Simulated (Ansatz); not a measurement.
Two isomers of C2H9BSSi: A = `CB(S)C[SiH3]`, B = `CBS[SiH2]C`.

Program: Ansatz. Geometries: PBE0-D4/def2-TZVP. ΔE: electronic, gas phase. CCSD(T)/CBS adds triple-zeta CCSD(T) − MP2 to the extrapolated MP2 energy (def2 sets, frozen cores). Functionals use def2-TZVPP. B3LYP here is the variant with VWN-RPA as its local correlation; programs differ in this. Each species was taken in one conformer, which may not be the lowest.

**Question.** Which is lower in electronic energy at CCSD(T)/CBS, and by how much? (Estimate.)

**Answer.** Computed: B, by 44.2 kJ/mol.

**Question.** Give E(B) − E(A) in kJ/mol with MP2/def2-TZVPP, HF/def2-TZVPP, PBE-D4, B2PLYP, B3LYP-D4, PBE0-D4, CCSD/def2-TZVPP. (Best estimate.)

**Answer.** Ansatz gave: MP2/def2-TZVPP -43.6, HF/def2-TZVPP -48.5, PBE-D4 -42.9, B2PLYP -45.6, B3LYP-D4 -42.8, PBE0-D4 -43.5, CCSD/def2-TZVPP -40.4. None reverses the order clearly.

Largest T1 diagnostic: 0.012.

In def2-TZVPP, CCSD(T) changes the Hartree–Fock value by +8.2 kJ/mol (the triples alone add +0.1 kJ/mol) and MP2 by +4.9 kJ/mol. The D4 term adds +3.2 kJ/mol with B3LYP and +1.9 kJ/mol with PBE0; it sums over pairs of atoms, weighted by their polarisabilities, and B3LYP, whose exchange is more repulsive, gets the larger term.
